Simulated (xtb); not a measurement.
C3H7NSi, SMILES [SiH3]NCC#C. All values are semi-empirical tight-binding results from xtb (GFN2-xTB unless named), good for trends rather than for accurate numbers. The structure is a stationary point at GFN2-xTB. The values are those of a single conformer.

Optimised geometry:

Bonds (Å): C1–C2 1.197, C1–H6 1.049, C2–C3 1.454, C3–N4 1.449, C3–H7 1.094, C3–H8 1.099, N4–Si5 1.721, N4–H9 1.010, Si5–H10 1.464, Si5–H11 1.460, Si5–H12 1.471. Bond angles (°): C2–C1–H6 177.9, C1–C2–C3 175.5, C2–C3–N4 112.9, C2–C3–H7 109.0, C2–C3–H8 108.8, N4–C3–H7 108.1, N4–C3–H8 109.5, H7–C3–H8 108.4, C3–N4–Si5 122.5, C3–N4–H9 111.0, Si5–N4–H9 117.4, N4–Si5–H10 105.0, N4–Si5–H11 103.7, N4–Si5–H12 115.9, H10–Si5–H11 113.3, H10–Si5–H12 108.6, H11–Si5–H12 110.3.

| Property | Result |
|---|---|
| orbital gap | 5.32 eV |
| dipole moment | 0.74 D |
| zero-point energy | 53.8 kcal/mol |
| G − E(el) at 298.15 K (modified RRHO) | 34.4 kcal/mol |
| static polarisability (D4 model) | 72.3 bohr³ |
| solvation energy, GFN2-xTB/ALPB(water) | -1.3 kcal/mol |
| solvation energy, GFN2-xTB/ALPB(dmf) | -5.5 kcal/mol |

Question: Give the atomic charges and the Wiberg bond orders between heavy atoms. (An estimate is asked for; the answer gives what the named calculation found.)

Answer: charges (e) C1 -0.11, C2 -0.04, C3 0.03, N4 -0.33, Si5 0.46, H6 0.08, H7 0.05, H8 0.05, H9 0.14, H10 -0.10, H11 -0.12, H12 -0.10. Bond orders C1–C2 2.90, C2–C3 1.04, C3–N4 1.02, N4–Si5 1.12.
